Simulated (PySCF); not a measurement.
Al(AsH2)(H)2 (AlAsH4), SMILES [AlH2][AsH2].

Coordinates come from a PBE0-D3(BJ)/def2-TZVP optimisation.

Level of theory: TDA-PBE0/def2-SVPD run with PySCF.

Vertical excitations. Gas-phase values at a fixed geometry. State labels are in the subgroup Cs.

Give excitation energies, oscillator strengths and character. (An estimate is asked for; the answer gives what the named calculation found.)


```tsv
state	symmetry	energy (eV)	λ (nm)	f	main pairs
S1	A'	4.30	288	0.017	HOMO→LUMO 95 %
S2	A"	5.37	231	0.000	HOMO−1→LUMO 99 %
S3	A'	5.81	213	0.001	HOMO−2→LUMO 82 %
S4	A"	5.92	209	0.002	HOMO→LUMO+2 98 %
S5	A'	6.07	204	0.124	HOMO→LUMO+1 83 %
S6	A'	6.75	184	0.266	HOMO→LUMO+3 65 %, HOMO→LUMO+4 17 %
S7	A'	7.12	174	0.217	HOMO→LUMO+4 80 %, HOMO→LUMO+3 13 %
S8	A"	7.49	165	0.001	HOMO−3→LUMO 48 %, HOMO−1→LUMO+1 24 %, HOMO−2→LUMO+2 18 %
S9	A"	7.51	165	0.001	HOMO−1→LUMO+1 62 %, HOMO→LUMO+5 16 %, HOMO−2→LUMO+2 11 %
S10	A'	7.53	165	0.138	HOMO−2→LUMO+1 84 %
T1	A'	3.72	333	0	HOMO→LUMO 97 %
T2	A"	4.84	256	0	HOMO−1→LUMO 98 %
T3	A'	5.35	232	0	HOMO−2→LUMO 69 %, HOMO→LUMO+3 15 %, HOMO→LUMO+1 12 %
T4	A"	5.38	230	0	HOMO→LUMO+2 95 %
```
Triplets are in the Tamm–Dancoff approximation.
